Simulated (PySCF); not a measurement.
All values below come from B3LYP-D3(BJ)/def2-TZVP // PBE0-D3(BJ)/def2-TZVP run with PySCF 2.14.0. Isolated molecules, 0 K electronic values unless said otherwise. B3LYP has the VWN-RPA correlation part, as in Gaussian. Excitations are Tamm–Dancoff values on a coarser integration grid. The basis has no diffuse functions, so Rydberg states are missing or too high.

Reference species (SMILES): `[F][SnH3]` (neutral, multiplicity 1).

LUMO: -1.10 eV
S1 excitation (TDA): 6.90 eV
HOMO–LUMO gap: 8.08 eV
S1 oscillator strength: 0.001

Changed species: `[F][Sn]([F])([F])[F]` (0 of 4 F replaced by H; the reference has 3 of 4 F replaced by H).

Problem. What does the change do to the LUMO, S1 excitation (TDA), HOMO–LUMO gap and S1 oscillator strength?

Solution. the LUMO decreases by 2.92 eV, to -4.02 eV; the S1 excitation (TDA) falls by 0.26 eV, to 6.64 eV; the HOMO–LUMO gap stays essentially unchanged; the S1 oscillator strength hardly moves.
